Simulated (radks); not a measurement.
Results of a calculation; reference values are marked as such.
Q: The mean radii <r> (bohr) of the occupied orbitals of an atom or ion are listed with their occupations. Level of theory: scalar-relativistic Kohn-Sham, PBEsol, spin-polarised, spherical densities, finite nucleus; Fermi nuclear charge, rms radius of each element as measured or else 0.836 A^(1/3) + 0.57 fm (a radial shooting solver on a logarithmic mesh with Libxc functionals).

| orbital | occ. | <r> |
|---|---|---|
| 1s up | 1 | 0.04863 |
| 1s down | 1 | 0.04863 |
| 2s down | 1 | 0.2180 |
| 2s up | 1 | 0.2180 |
| 2p up | 3 | 0.1908 |
| 2p down | 3 | 0.1908 |
| 3s up | 1 | 0.6524 |
| 3s down | 1 | 0.6523 |
| 3p up | 3 | 0.6796 |
| 3p down | 3 | 0.6795 |
| 3d up | 5 | 0.8128 |
| 3d down | 5 | 0.8089 |
| 4s up | 1 | 2.349 |
| 4s down | 1 | 2.328 |
| 4p up | 1 | 3.347 |

Name the element and its charge. Open shells, if any, are filled with parallel spins first.

A: Z = 31, gallium, charge 0: Ga in [Ar] 3d10 4s2 4p1. The 1s radius gives Z: for a bare nucleus <r> = (2 gamma + 1)/(2Z) with gamma = sqrt(1 - (Z/c)^2), 0.04755 bohr for Z = 31, and screening makes it slightly larger (0.04863 here). The occupations add up to 31, and the charge is Z minus that.
